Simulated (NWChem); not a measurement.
## Total energies of diarsenic (As$_{2}$)

SMILES: [As]#[As]
```xyz
2

As     0.0000     0.0000     1.0456
As     0.0000     0.0000    -1.0456
```
Charge 0, spin multiplicity 1.

Program: NWChem. Structure: optimised with PBE0/def2-SVP, a minimum by its harmonic frequencies.

Basis set: def2-SVP (64 functions).

| method | total energy (Ha) |
|---|---|
| RHF | -4467.84999 |
| MP2 | -4468.30892 |
| B2PLYP | -4470.45588 |
| PBE | -4470.54559 |
| B3LYP | -4471.29208 |
| BHandHLYP | -4471.17193 |
| CCSD(T) | -4468.32126 |

Total energies of different functionals aren't comparable as a measure of quality: only differences taken within one method are. 

The Hamiltonian is non-relativistic. The correlated methods keep 18 core orbitals frozen. B3LYP has NWChem's definition, with VWN1-RPA local correlation. Coupled-cluster values serve here as a point of comparison, not as the truth.
